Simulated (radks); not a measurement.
Valence configurations of Ir I (all share [Xe]). Calculated with a radial shooting solver on a logarithmic mesh with Libxc functionals: scalar-relativistic Kohn-Sham, PBE, spin-polarised, spherical densities, point nucleus; open shells are filled with parallel spins first (spin-orbit coupling, left out, can overturn this in heavy ions). Energies are relative to 4f14 5d7 6s2; eigenvalues in eV for spin up.

valence               E (eV)  moment (Bohr magnetons)    e(4f)    e(5d)   e(6p)    e(6s)
4f14 5d8 6s1          -0.036                        3  -59.514   -6.006       -   -6.082
4f14 5d7 6s2           0.000                        3  -62.214   -7.942       -   -6.742
4f14 5d8.5 6s0.5       0.726                        2  -58.373   -5.080       -   -5.553
4f14 5d7 6s1 6p1       4.006                        5  -63.842   -9.648  -2.508   -8.305
4f14 5d6 6s2 6p1       5.499                        5  -66.911  -11.812  -2.766   -9.031
4f14 5d5 6s2 6p2      12.504                        7  -71.614  -15.527  -3.933  -11.015
4f13.5 5d7 6s2 6p0.5  31.949                        4  -70.163  -10.419  -2.087   -7.936
4f13.5 5d6 6s2 6p1.5  39.087                        6  -74.967  -14.299  -3.361  -10.093
4f13 5d8 6s2          60.182                        3  -73.317   -8.793       -   -6.645
4f13 5d6 6s2 6p2      76.158                        7  -83.239  -16.856  -3.940  -11.135

NIST lists [Xe] 4f14 5d7 6s2 as the ground configuration; this level of theory puts 4f14 5d8 6s1 lower, by 0.036 eV. The energies are those of spherical high-spin densities, not of single terms.
